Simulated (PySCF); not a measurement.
Isomers of C8H9BrO, from PySCF 2.14.0, PBE0-D3(BJ)/def2-SVP geometry optimisation, gas phase. One conformer each, no zero-point energy, no frequencies.

Task: Which is lower in electronic energy at this level?
A. `[CH3:1][CH2:2][O:3][c:4]1[cH:5][cH:6][cH:7][cH:8][c:9]1[Br:10]` with C1–C2–O3–C4 -77°, C2–O3–C4–C5 -7° (2-bromophenetole): A = 1134, B = 786.6, C = 485.5 MHz, dipole 2.74 D
B. `[CH3:1][O:2][CH2:3][c:4]1[cH:5][cH:6][c:7]([Br:8])[cH:9][cH:10]1` with C1–O2–C3–C4 -72°, O2–C3–C4–C5 148°: A = 3295, B = 353.6, C = 336.8 MHz, dipole 1.67 D

Result: A. That is 2-bromophenetole, `CCOc1ccccc1Br`, 5.4 kcal/mol below the other.

```tsv
SMILES	mapped SMILES	E (Eh)	relative (kcal/mol)	relative (kJ/mol)	dipole (D)
CCOc1ccccc1Br	[CH3:1][CH2:2][O:3][c:4]1[cH:5][cH:6][cH:7][cH:8][c:9]1[Br:10]	-2958.32349	0.0	0.0	2.74
COCc1ccc(Br)cc1	[CH3:1][O:2][CH2:3][c:4]1[cH:5][cH:6][c:7]([Br:8])[cH:9][cH:10]1	-2958.31484	5.4	22.7	1.67
```
